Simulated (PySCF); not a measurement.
B3LYP has the VWN-RPA correlation part, as in Gaussian. Delta-SCF ions had no search for a lower state. Excitations are Tamm–Dancoff values on a coarser integration grid. The basis has no diffuse functions, so Rydberg states are missing or too high.

Cartesian coordinates (Å):
```xyz
21

C     -1.9508     1.3294    -1.7964
O     -1.3757     1.3306    -0.5022
Sn     0.0001    -0.0002     0.0001
O      1.2002    -0.1587    -1.5654
C      2.1240    -1.2273    -1.6689
O     -0.6329    -1.8347     0.3874
C     -1.2768    -2.1385     1.6118
O      0.8080     0.6622     1.6808
C      1.1036     2.0365     1.8535
H     -2.5048     2.2750    -1.9212
H     -1.1953     1.2671    -2.6005
H     -2.6674     0.4975    -1.9338
H      2.9852    -1.1022    -0.9855
H      2.5124    -1.2397    -2.7012
H      1.6647    -2.2115    -1.4646
H     -2.3101    -1.7445     1.6488
H     -1.3317    -3.2365     1.7016
H     -0.7305    -1.7505     2.4905
H      1.3255     2.2031     2.9211
H      0.2611     2.6942     1.5728
H      1.9913     2.3488     1.2713
```
Charge 0, multiplicity 1.

**Question.** Give the total energy, S1 excitation (TDA), HOMO–LUMO gap, dipole moment, LUMO, vertical ionisation energy (Delta-SCF), HOMO and brightest of the four lowest singlets (TDA) at the level B3LYP-D3(BJ)/def2-TZVP // B3LYP-D3(BJ)/def2-SVP run with PySCF.

**Answer.** 
| Property | Value |
|---|---|
| total energy | -675.1548 Ha |
| S1 excitation (TDA) | 4.45 eV |
| HOMO–LUMO gap | 5.63 eV |
| dipole moment | 0.00 D |
| LUMO | -2.08 eV |
| vertical ionisation energy (Delta-SCF) | 9.46 eV |
| HOMO | -7.71 eV |
| brightest of the four lowest singlets (TDA) | 4.74 eV |
